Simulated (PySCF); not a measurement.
An unknown is described by computed data only.

Elements present: C, H, O and Si. Monoisotopic mass: 162.0896 u.

- Rotational structure: rotational constants A, B, C: 1.597, 0.679, 0.674 GHz [PBE0-D3(BJ)/def2-SVP]
- Dipole: 0.62 D [PBE0/pcSseg-1]
- XPS: Si2p3/2 106.3 (×2), C1s 289.8 (×6), O1s 536.8, Si1s 1846.3 (×2) eV [ΔSCF SCAN, pcX-2 on the ionised atom, pcseg-1 elsewhere, spin-free X2C, 2p3/2 from a spin–orbit splitting computed afterwards within the 2p shell]
- 13C NMR: chemical shifts (computed TMS as zero) by class: 2.2 (6 C) ppm [GIAO PBE0/pcSseg-1]
- 1H NMR: chemical shifts (computed TMS as zero) by class: 0.08 (18 H) ppm [GIAO PBE0/pcSseg-1]
- NMR, other nuclei: isotropic shieldings of nuclei other than C and H, by class: 256 (1 O), 337 (2 Si) ppm [GIAO PBE0/pcSseg-1]

Electronic properties: PySCF, gas phase, density fitting. Levels stand in brackets. Geometry: PBE0-D3(BJ)/def2-SVP; no solvent, vibrations or thermal averaging. NMR values are class means; diastereotopic atoms form classes of their own.

Question: Which formula fits the mass and the elements?

Answer: C6H18OSi2 (calculated 162.0896). No other formula that holds each of these elements comes within 0.0003 u with a fitting electron parity and a possible valence count.

Question: What is the compound? Reason from the data.

Answer: Numbering: `[CH3:1][Si:2]([CH3:3])([CH3:4])[O:5][Si:6]([CH3:7])([CH3:8])[CH3:9]`. Its formula, C6H18OSi2, gives 0 degrees of unsaturation, so no ring and no π bond. 6 carbons fall into 1 class: Si-methyl carbon [C1/C3/C4/C7/C8/C9] (2.2 ppm, 6 C). All hydrogens form one class (0.08 ppm): methyl hydrogen. The other shieldings belong to: 256 ppm, siloxane oxygen [O5]; 337 ppm, oxygen-bound silicon [Si2/Si6]. The core levels belong to: Si2p3/2 106.3 eV, oxygen-bound silicon [Si2/Si6]; C1s 289.8 eV, Si-methyl carbon [C1/C3/C4/C7/C8/C9]; O1s 536.8 eV, siloxane oxygen [O5]; Si1s 1846.3 eV, oxygen-bound silicon [Si2/Si6]. One atom of each topological class was ionised and stands for its class. By its constants the optimised geometry is a nearly prolate symmetric top. Structure: `C[Si](C)(C)O[Si](C)(C)C`. The assignments are read from this structure; whether some other isomer fits the data as well wasn't checked.

The values belong to the conformer `[CH3:1][Si:2]([CH3:3])([CH3:4])[O:5][Si:6]([CH3:7])([CH3:8])[CH3:9]`: C1–Si2–O5–Si6 -82°, Si2–O5–Si6–C7 -77°.
